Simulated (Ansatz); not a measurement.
CH3F2OTa (`[CH3][Ta](=[O])([F])[F]`) at its PBE0-D4/def2-TZVP geometry, where that method's forces vanish. Total charge 0; spin multiplicity 1. Ta takes the def2 core potential.

| atom | x (Å) | y (Å) | z (Å) |
| --- | --- | --- | --- |
| C1 | -0.4414 | -0.5127 | -0.8934 |
| Ta2 | 0.3806 | 0.4605 | 0.8285 |
| O3 | 1.8787 | 1.0626 | 0.2652 |
| F4 | -0.7487 | 1.8865 | 1.2796 |
| F5 | 0.6730 | -0.8425 | 2.1434 |
| H6 | -1.4204 | -0.9500 | -0.6716 |
| H7 | -0.5520 | 0.2014 | -1.7153 |
| H8 | 0.2302 | -1.3058 | -1.2364 |

Question: For each bond, give half the difference of the two atoms' forces along it (eV/Å; positive pushes the atoms apart) under PBE-D4, r2SCAN-D4, B3LYP-D4, ωB97M-V in def2-TZVPP. (Estimate.)

Answer: Computed: 
```tsv
bond	length (Å)	PBE-D4	r2SCAN-D4	B3LYP-D4	ωB97M-V
C1–Ta2	2.142	-0.17	-0.06	0.12	0.08
C1–H6	1.095	0.11	-0.02	-0.08	-0.08
C1–H7	1.094	0.11	-0.01	-0.07	-0.05
C1–H8	1.094	0.11	-0.01	-0.07	-0.05
Ta2–O3	1.710	0.92	0.51	0.40	-0.26
Ta2–F4	1.874	0.10	-0.02	0.10	0.10
Ta2–F5	1.874	0.10	-0.02	0.10	0.10
```

B3LYP here is the variant with VWN-RPA as its local correlation; programs differ in this.
